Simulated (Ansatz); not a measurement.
`N[CH]([AsH2])[InH2]`. Total charge 0; spin multiplicity 1. In takes the def2 core potential. The geometry is a stationary point of PBE0-D4/def2-TZVP. It is one conformer, not always the lowest.

```xyz
11

N     1.386   -0.054    1.158
C    -0.011    0.043    0.766
As   -0.576   -1.817    0.277
In   -0.614    1.157   -1.000
H     2.002    0.003    0.357
H     1.641    0.695    1.789
H    -0.613    0.282    1.643
H     0.233   -1.864   -1.023
H    -1.847   -1.422   -0.494
H    -2.227    1.710   -1.264
H     0.626    1.267   -2.208
```

What is the dipole moment at r2SCAN/def2-TZVPP? (Estimate.)

The calculation gave: 1.59 D, with components (0.57, 1.25, 0.79) D in this frame, pointing from negative to positive charge.

And with PBE, B3LYP, ωB97M-V? (Best estimate.)

Ansatz gave: PBE 1.54 D, B3LYP 1.55 D, ωB97M-V 1.60 D.

Give the Mulliken charges with r2SCAN, ωB97M-V, PBE in def2-TZVPP. (Estimate.)

Computed: 
```json
{"atom": "N1", "r2SCAN": "-0.35", "ωB97M-V": "-0.27", "PBE": "-0.31"}
{"atom": "C2", "r2SCAN": "-0.28", "ωB97M-V": "-0.41", "PBE": "-0.32"}
{"atom": "As3", "r2SCAN": "0.09", "ωB97M-V": "0.04", "PBE": "0.07"}
{"atom": "In4", "r2SCAN": "0.45", "ωB97M-V": "0.40", "PBE": "0.41"}
{"atom": "H5", "r2SCAN": "0.16", "ωB97M-V": "0.13", "PBE": "0.16"}
{"atom": "H6", "r2SCAN": "0.15", "ωB97M-V": "0.11", "PBE": "0.15"}
{"atom": "H7", "r2SCAN": "0.11", "ωB97M-V": "0.18", "PBE": "0.14"}
{"atom": "H8", "r2SCAN": "-0.02", "ωB97M-V": "0.02", "PBE": "-0.01"}
{"atom": "H9", "r2SCAN": "-0.02", "ωB97M-V": "0.01", "PBE": "-0.01"}
{"atom": "H10", "r2SCAN": "-0.14", "ωB97M-V": "-0.10", "PBE": "-0.13"}
{"atom": "H11", "r2SCAN": "-0.15", "ωB97M-V": "-0.11", "PBE": "-0.15"}
```

B3LYP here is the variant with VWN-RPA as its local correlation; programs differ in this.
